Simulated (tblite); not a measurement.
All values are computed: GFN2-xTB (tblite) harmonic vibrations without scaling, gas phase. Errors from tens to a few hundred cm⁻¹ against measured bands are possible. Modes of hydrogen on phosphorus and silicon can be 10 to 20 % off. One conformer each. Thermal functions are those of the rigid rotor and harmonic oscillator, without mixing of conformers.

Task: Order these by their heat capacity Cp at 500 K, highest first (cal/(mol K)).
A. `C=Cc1pc(F)cs1`
B. `CP(C)C[SiH3]`
C. `CO[C@@H]1CP[C@@H]1[SiH3]`
D. `O=[PH]1CC[SiH2]CC1`
E. `O=C(Cl)C=C([SiH3])[SiH3]`

Result: C (55.4), D (54.4), E (51.5), B (49.1), A (42.5).

```tsv
SMILES	atoms	mass (u)	symmetry number	modes under 300 cm⁻¹	ZPE (kcal/mol)	S translation (cal/(mol K))	S rotation	S vibration	S	Cp
CO[C@@H]1CP[C@@H]1[SiH3]	18	134.03	1	6	85.2	43.2	30.4	45.3	118.9	55.4
O=[PH]1CC[SiH2]CC1	18	134.03	1	5	87.9	43.2	30.0	38.8	112.0	54.4
O=C(Cl)C=C([SiH3])[SiH3]	14	149.97	1	7	50.2	43.5	31.5	48.3	123.4	51.5
CP(C)C[SiH3]	16	106.04	1	7	78.2	42.5	29.2	42.1	113.7	49.1
C=Cc1pc(F)cs1	12	145.98	1	4	46.2	43.4	30.7	33.4	107.5	42.5
```

Entropies and Cp are for 500 K and 1 bar.
